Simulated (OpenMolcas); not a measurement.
Cr2+ (d4) among equal point charges was computed by CASSCF with the d shell active (OpenMolcas, ANO-RCC-VDZP on the metal). Its lowest spin-free states, and all those of the highest spin:

```tsv
2S+1	Degeneracy	E (cm-1)
5	2	0.0
5	3	7634
3	3	13736
3	2	19629
3	3	20020
3	3	20718
3	1	22555
1	3	23288
3	1	23371
1	2	24167
3	2	26808
3	3	26891
```

Problem. Is the site octahedral, tetrahedral or cube-like, axial, or of lower symmetry?

Solution. The states with 2S+1 = 5 have orbital degeneracies 2, 3. Threefold states need a cubic site. For d4 at this spin an octahedron puts the twofold E below the threefold T2 and a tetrahedron or cube puts the threefold T2 below the twofold E, so the site is octahedral. The first gap at this spin, 7630 cm-1, is |10Dq| in ligand-field theory. The run had Cr2+ among 6 point charges of -2 e arranged as an octahedron (Oh), 1.99 Å from the ion.

An orbital doublet at a regular site is open to a Jahn-Teller distortion, which this geometry leaves out. Without dynamic correlation the repulsion within the d shell is too large (B by tens of per cent), so at a given field states of lower spin stand too high. Point charges carry no covalency, so the field is a model and not that of real ligands. No measured value stands beside these numbers.
